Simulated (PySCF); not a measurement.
# Exercise with solution: chemical shift, span and skew from a shielding tensor

anisole (C₇H₈O), SMILES COc1ccccc1. Atoms are numbered in the order given.

```xyz
16

C      0.3224     2.7574     0.0000
O     -0.6712     1.7582     0.0000
C     -0.2763     0.4603     0.0000
C     -1.3076    -0.4956     0.0000
C     -0.9998    -1.8530     0.0000
C      0.3347    -2.2822     0.0000
C      1.3544    -1.3301     0.0000
C      1.0632     0.0400     0.0000
H     -0.2048     3.7202     0.0000
H      0.9631     2.6971    -0.8986
H      0.9631     2.6971     0.8986
H     -2.3413    -0.1402     0.0000
H     -1.8114    -2.5869     0.0000
H      0.5733    -3.3490     0.0000
H      2.4012    -1.6492     0.0000
H      1.8807     0.7633     0.0000
```
Charge 0, spin multiplicity 1.

The structure is a stationary point at r2SCAN-D4/def2-SVP. The values are those of a single conformer.

GIAO shieldings from PySCF with KT2/pcSseg-1, non-relativistic, no solvent. The symmetric part of the tensor of C5 has the principal values -41.4, 49.2, 168.1 ppm. The same nucleus in TMS has σ = 185.1 ppm at this level (PySCF, at its B3LYP-D3(BJ)/def2-TZVP geometry).

**Question.** Work out the isotropic shielding, the ¹³C shift against TMS, the span and the skew.

**Answer.** 
σ(iso) = (σ11 + σ22 + σ33)/3 = 58.6 ppm. δ = σ(ref) − σ(iso) = 185.1 − (58.6) = 126.5 ppm.
Span Ω = σ33 − σ11 = 209.5 ppm. Skew κ = 3(σ(iso) − σ22)/Ω = 0.14. Tumbling in solution averages the tensor to δ; in a static solid the shielding alone would spread this spin-1/2 line over Ω.
